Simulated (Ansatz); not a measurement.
Calculated with Ansatz (gas phase, PBE0-D4/def2-TZVP geometries, no zero-point term in ΔE). CCSD(T)/CBS is the MP2 limit (def2-TZVPP, def2-QZVPP) plus CCSD(T) − MP2 in def2-TZVPP, frozen cores. This one scheme is used for every species. DFT in def2-TZVPP. Each species was taken in one conformer, which may not be the lowest.

Consider the substitution at a C–S bond: `O[SiH2]CS` + HCl → `O[SiH2]CCl` + H₂S.

```
             level  ΔE (eV)
           ωB97M-V     0.18
              PBE0     0.19
           LC-ωPBE     0.20
SCS-MP2/def2-TZVPP     0.19
```

Problem. What does CCSD(T)/CBS give? (Best estimate.)

Solution. Ansatz gave: +0.20 eV. The listed levels differ from it by -0.02, -0.01, 0.00, -0.01 eV.

Largest T1 diagnostic among the species: 0.011.

The D4 term adds +0.04 eV with B3LYP and +0.02 eV with PBE0; it sums over pairs of atoms, weighted by their polarisabilities, and B3LYP, whose exchange is more repulsive, gets the larger term. In def2-TZVPP, CCSD(T) changes the Hartree–Fock value by +0.11 eV (the triples alone add +0.01 eV) and MP2 by +0.13 eV.

B3LYP here is the variant with VWN-RPA as its local correlation; programs differ in this.
